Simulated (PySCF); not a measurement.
PySCF input for Ga(Me)2(NH2) (C2H8GaN), SMILES [CH3][Ga]([CH3])[NH2], C-PCM-ωB97X/def2-SVP. Geometry optimised at B3LYP-D3(BJ)/def2-SVP. The isomer is the one that the SMILES or the coordinates give; other isomers of the formula were not compared. One conformer was computed; it need not be the lowest.

```python
import numpy as np
from pyscf import gto, scf, dft
from pyscf.solvent import pcm

mol = gto.M(
    atom='''
    Ga    0.00175919    0.00357991    0.02375105
    C    -1.39647708   -1.37407218   -0.23445338
    H    -1.35282741   -1.78115435   -1.25790145
    H    -2.39894092   -0.93538274   -0.10108894
    H    -1.28641371   -2.20820469    0.47521314
    C     0.20119259    1.66867770   -1.02860105
    H     0.34348819    1.43524306   -2.09653146
    H     1.05872979    2.26886061   -0.68797056
    H    -0.70822678    2.28659615   -0.94877432
    N     1.21954431   -0.28806418    1.35641566
    H     1.97986384    0.34313013    1.58750796
    H     1.22251361   -1.10158249    1.96309052
    ''',
    basis='def2-SVP',
    charge=0,
    spin=0,
    max_memory=1600,
    verbose=3,
)
mf = dft.RKS(mol, xc='wb97x').density_fit(auxbasis='def2-universal-jkfit')
mf.grids.level = 3
mf.conv_tol = 1e-9
mf.max_cycle = 100
mf.kernel()
res = {}
for name, eps in {'water': 78.355, 'ethanol': 24.852, 'tetrahydrofuran': 7.4257}.items():
    s = mf.PCM()
    s.with_solvent.method, s.with_solvent.eps, s.with_solvent.lebedev_order = 'C-PCM', eps, 29
    s.kernel(mf.make_rdm1())
    res[name] = (s.e_tot, eps, s.dip_moment(), s.mo_energy, s.converged)
    print(f'{name}: electrostatic solvation free energy {(s.e_tot - mf.e_tot) * 627.509474:.3f} kcal/mol')
```

It prints:

```
converged SCF energy = -2060.32589132314

WARN: PCM is an experimental feature. It is still in testing.
Features and APIs may be changed in the future.

converged SCF energy = -2060.33027366688
Dipole moment(X, Y, Z, Debye):  0.35902, -0.08491,  0.39770
water: electrostatic solvation free energy -2.750 kcal/mol

WARN: PCM is an experimental feature. It is still in testing.
Features and APIs may be changed in the future.

converged SCF energy = -2060.33014649582
Dipole moment(X, Y, Z, Debye):  0.35790, -0.08466,  0.39644
ethanol: electrostatic solvation free energy -2.670 kcal/mol

WARN: PCM is an experimental feature. It is still in testing.
Features and APIs may be changed in the future.

converged SCF energy = -2060.32971182763
Dipole moment(X, Y, Z, Debye):  0.35410, -0.08381,  0.39216
tetrahydrofuran: electrostatic solvation free energy -2.397 kcal/mol
```

The run converged.
